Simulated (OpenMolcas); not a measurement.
A calculation on Fe⁵⁺.

```json
{"Program": "OpenMolcas", "Method": "XMS-CASPT2, IPEA 0.25 Eh, imaginary shift 0.1 Eh (closed shells correlated: 3s 3p)", "Basis": "ANO-RCC-VTZP [6s5p3d2f1g]", "Scalar Hamiltonian": "DKH2, point nucleus", "Active space": "3 electrons in 5 orbitals (3d)", "State averaging": "2S+1 = 4 even, 10 roots; 2S+1 = 2 even, 40 roots", "Spin-orbit coupling": "RASSI with atomic mean-field integrals over the reference wave functions, term energies averaged over their components"}
```

Q: Which level of the active space comes out lowest?

A: 3d3 4F 3/2, with 100 % of that term; it is also the measured ground level.

Q: How high does 3d3 2D 5/2(1) lie?

A: 3.764 eV above the lowest level; measured 3.5316 eV above the ground level, so the calculation is off by +7 %.

Q: How high does 3d3 2H 9/2 lie?

A: 3.736 eV above the lowest level; measured 3.5614 eV above the ground level, so the calculation is off by +5 %.

Q: How high does 3d3 4P 1/2 lie?

A: 2.456 eV above the lowest level; measured 2.3233 eV above the ground level, so the calculation is off by +6 %.

Q: The level at 3.449 eV has J = 3/2. What is it made of, and what is its g factor?

A: 63 % 3d3 2P 3/2, 35 % 3d3 2D(1); g = 1.156, against 1.334 from Landé's formula for the pure leading term.

Measured values: Corliss and Sugar, J. Phys. Chem. Ref. Data 11, 135 (1982).

CASPT2 does not keep the components of a term degenerate, so their means are used; among the terms shown or strongly mixed into the levels shown the widest spread is 1500 cm-1 (3d3 4F). The CASPT2 spread within a term exceeds the gap to the next term for 3d3 2D(1) and 3d3 2H, so the order of their levels is uncertain. Computed and measured levels are paired by configuration, term and J; levels that our copy of the source lacks, or whose pairing is in doubt (as where it misses far off the trend of its configuration), stay unpaired and out of the deviations. Only configurations of the active space appear.

A number in round brackets counts repeated terms of one configuration in the order of the reference energies.
